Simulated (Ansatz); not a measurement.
Isolated molecules relaxed with PBE0-D4/def2-TZVP in Ansatz; ΔE leaves out vibrations. CCSD(T)/CBS is the MP2 limit (def2-TZVPP, def2-QZVPP) plus CCSD(T) − MP2 in def2-TZVPP, frozen cores. This one scheme is used for every species. DFT in def2-TZVPP. HSE06 is defined as in plane-wave codes. One conformer a species, not always the lowest.

Reaction (formal exchange of groups at the Si–O bond): `CO[SiH2][SiH2]F` + `C=C` → `C=C[SiH2][SiH2]F` + CH₃OH

```tsv
level	ΔE (kJ/mol)
BLYP-D4	81.7
r2SCANh-D4	79.6
BHLYP-D4	88.1
PBE-QIDH	77.0
PBE0	72.4
HSE06	72.1
RPA@PBE/def2-TZVPP	80.8
CCSD/def2-SVP	77.5
```

Task: What does CCSD(T)/CBS give? (An estimate is asked.)

Result: The calculation gave: +80.0 kJ/mol. The listed levels differ from it by 1.7, -0.4, 8.1, -3.0, -7.6, -7.9, 0.8, -2.5 kJ/mol.

Largest T1 diagnostic among the species: 0.012.

In def2-TZVPP, CCSD(T) changes the Hartree–Fock value by −14.4 kJ/mol (the triples alone add −2.2 kJ/mol) and MP2 by −14.3 kJ/mol. Leaving LDA and LC-ωPBE aside and taking each functional with its dispersion term where it has one, the values, not all of them listed here, spread over 19.1 kJ/mol, from revPBE-D4 to BHLYP-D4. At CCSD(T), def2-SVP lies −4.0 kJ/mol from the extrapolated value and def2-TZVPP +0.3 kJ/mol.

CCSD(T)/CBS has its own doubt, a few kJ/mol and more with outer-core shells, so smaller differences from it don't rank the levels.
